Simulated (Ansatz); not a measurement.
PBE exchange is replaced step by step with exact exchange (0 % is PBE, 25 % PBE0; no dispersion term), basis def2-TZVP, Ansatz. System: Os3⁺. Charge 1, multiplicity 2. Geometry: r2SCAN-D4/def2-TZVP.

Geometry of the doublet:

```xyz
3

Os   -0.1343   -1.4284   -0.0293
Os   -0.1926    0.5088    1.1071
Os    0.3269    0.9196   -1.0777
```

In the def2 sets Os takes a core potential; there is no spin–orbit coupling. At PBE-D4/def2-TZVP, PBE with 5 % exact exchange/def2-TZVP, PBE with 10 % exact exchange/def2-TZVP, PBE with 15 % exact exchange/def2-TZVP and others the charge 1 doublet is spin-contaminated (final ⟨S²⟩ up to 4.00, 0.75 for a pure state). The geometry of the doublet was relaxed on an unsound state (⟨S²⟩ 3.55, where a pure state has 0.75). At PBE0-D4/def2-TZVP a sextet of charge 1 lies 0.19 eV below the doublet, each at its own geometry. That sextet is doubtful there (⟨S²⟩ 9.54, where a pure state has 8.75). The structure comes from a short search, and lower isomers may exist.

HOMO and LUMO are taken over both spins.

```
exact exchange (%)  HOMO (eV)  LUMO (eV)  gap (eV)   ⟨S²⟩
                 0      -9.38      -9.15      0.23  3.097
                 5      -9.62      -8.92      0.70  3.231
                10      -9.85      -8.68      1.16  3.355
                15     -10.08      -8.45      1.63  3.463
                25     -10.41      -7.99      2.42  3.645
                35     -10.78      -7.55      3.22  3.797
                50     -11.40      -6.92      4.48  4.000
```
